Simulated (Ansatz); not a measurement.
Be(NH2)2 (BeN2H4), relaxed as a singlet with RKS r2SCAN-D4/def2-TZVP in Ansatz, starting from the GFN2-xTB geometry. Force threshold 0.02 eV/Å.

Start:

```xyz
7

Be   -0.001   -0.010   -0.002
N     0.610    0.253   -1.365
H     0.154    0.666   -2.161
H     1.553    0.058   -1.654
N    -0.610   -0.258    1.364
H    -1.090   -1.085    1.676
H    -0.615    0.376    2.144
```

(1) Estimate the energy that the relaxation releases and the steps that it takes.

(2) Does the start keep its bonding and symmetry?

(3) Predict the relaxed structure.

Answers

(1) 0.02 eV, in 5 steps; 5.5 s on 4 threads of Arm Neoverse V1 on a shared host. No frequencies were taken in this run, so the end may be a saddle point.

(2) By distances, no bond broke or formed. The bond that changes most is Be1–N2, from 1.52 to 1.51 Å (atoms count from 1). Point group D2d at the start, D2d at the end, both within 0.05 Å.

(3) 
```xyz
7

Be    0.000   -0.001    0.000
N     0.607    0.254   -1.360
H     0.127    0.665   -2.144
H     1.556    0.040   -1.623
N    -0.607   -0.255    1.360
H    -1.080   -1.100    1.638
H    -0.603    0.395    2.130
```
Bond lengths: 2 × Be–N 1.51 Å; 4 × H–N 1.01 Å.
